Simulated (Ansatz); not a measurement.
Job for Ansatz (an electronic-structure program): R-CCSD(T)/cc-pVTZ on CH3FGeO (SMILES C[O][Ge][F]), a point of a torsion scan. The run froze 17 orbitals, filled d shells among them.

Ansatz 0.2 input:
```yaml
crystal:
  periodic: [false, false, false]
  atoms:
    - {symbol: C, position_ang: [-0.92027654, -0.06741612, 0.19437149]}
    - {symbol: O, position_ang: [0.26504761, 0.67474310, 0.38945097]}
    - {symbol: Ge, position_ang: [1.94967937, 0.80489709, 0.02616530]}
    - {symbol: F, position_ang: [2.16580778, -0.67961220, -1.06038607]}
    - {symbol: H, position_ang: [-0.73978467, -0.92073242, -0.46110724]}
    - {symbol: H, position_ang: [-1.67496986, 0.58216222, -0.25329989]}
    - {symbol: H, position_ang: [-1.27963070, -0.42215841, 1.16231306]}
basis:
  gaussian:
    orbitals: cc-pVTZ
magnetization: {spin_polarized: false}
correlation: {method: ccsd_t, electrons: outside_noble_gas}
scf: {lower_state_search: off}
```

It printed:

```
WARN ansatz: RAYON_NUM_THREADS=1 ignored (pool sized by the plan → 1); use --threads N
Functional definition: HF
these checks for a lower state are left out or cut short: stability, starts, cluster_reference, orbital_swaps, neighbouring_geometries, increment
integrals: 0.55 GiB planned
1060 factors; integrals over basis functions are off by at most 9.4e-4 eV
mean field: 0.55 GiB planned
mean field evaluation 1: about -62295.2368 eV, gradient 4.4e1 eV
mean field evaluation 2: about -62295.3421 eV, gradient 4.4e1 eV
mean field evaluation 4: about -62299.1235 eV, gradient 3.0e0 eV
mean field evaluation 8: about -62299.1731 eV, gradient 3.9e-1 eV
mean field -62299.17369668 eV, -2289.4524054564 hartree, gradient 1.5e-6 eV, S^2 0.000000; 0 other end points of the search recorded, 0 dependent functions left out
17 core orbitals not correlated
reference -62299.17369668 eV, -2289.4524054564 hartree; 12, 12 occupied and 146, 146 virtual orbitals, 1060 factors
second order -20.78148914 eV of doubles, -0.00000000 eV of singles
coupled cluster: 1.47 GiB planned
cycle   1  -20.57453653 eV  change    2.1e-1 eV  update   1.2e-1
cycle   2  -21.09870218 eV  change   -5.2e-1 eV  update   4.1e-2
cycle   3  -21.25928933 eV  change   -1.6e-1 eV  update   2.3e-2
cycle   4  -21.23970388 eV  change    2.0e-2 eV  update   6.2e-3
cycle   5  -21.23393728 eV  change    5.8e-3 eV  update   3.0e-3
cycle   6  -21.23569189 eV  change   -1.8e-3 eV  update   1.2e-3
cycle   7  -21.23556189 eV  change    1.3e-4 eV  update   4.0e-4
cycle   8  -21.23530049 eV  change    2.6e-4 eV  update   1.6e-4
cycle   9  -21.23538083 eV  change   -8.0e-5 eV  update   5.4e-5
cycle  10  -21.23540875 eV  change   -2.8e-5 eV  update   2.2e-5
perturbative correction -0.78573520 eV, -0.0288752360 hartree
Total energy: -62321.19484063 eV, -2290.2616675700 hartree
Checks for a lower state left out: stability, starts, cluster_reference, orbital_swaps, neighbouring_geometries, increment
```

Self-consistency was reached.

Cost: around 27 core-seconds (rough).
